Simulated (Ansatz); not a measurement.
Mulliken charges of `C[O][Ge]([OH])([Cl])[Cl]` from PBE/def2-TZVPP in Ansatz (PBE0-D4/def2-TZVP geometry).

| atom | x (Å) | y (Å) | z (Å) | charge (e) |
| --- | --- | --- | --- | --- |
| C1 | 0.442 | -1.339 | -0.867 | -0.137 |
| O2 | 0.042 | 0.019 | -0.806 | -0.324 |
| Ge3 | -0.356 | 0.772 | 0.721 | 0.798 |
| O4 | -0.717 | 2.445 | 0.386 | -0.346 |
| Cl5 | 1.283 | 0.570 | 2.068 | -0.256 |
| Cl6 | -2.056 | -0.115 | 1.628 | -0.245 |
| H7 | 1.335 | -1.524 | -0.263 | 0.101 |
| H8 | 0.671 | -1.560 | -1.911 | 0.111 |
| H9 | -0.360 | -2.007 | -0.535 | 0.103 |
| H10 | -0.285 | 2.740 | -0.421 | 0.195 |

Q: By hand: the dipole of these point charges (1 e Å = 4.8032 D).

A: Σ q r = (0.182, -0.170, -0.482) e Å, of length 0.543 e Å = 2.61 D.

Q: How does the dipole of the full density compare? (An estimate is asked.)

A: Computed: (0.197, -0.157, -0.372) e Å, 2.16 D; the point charges give 1.21 times that, at 7° from its direction.

Point charges leave out the atoms' own dipoles, such as those of lone pairs, and Mulliken's split depends on the basis, so the two needn't agree.
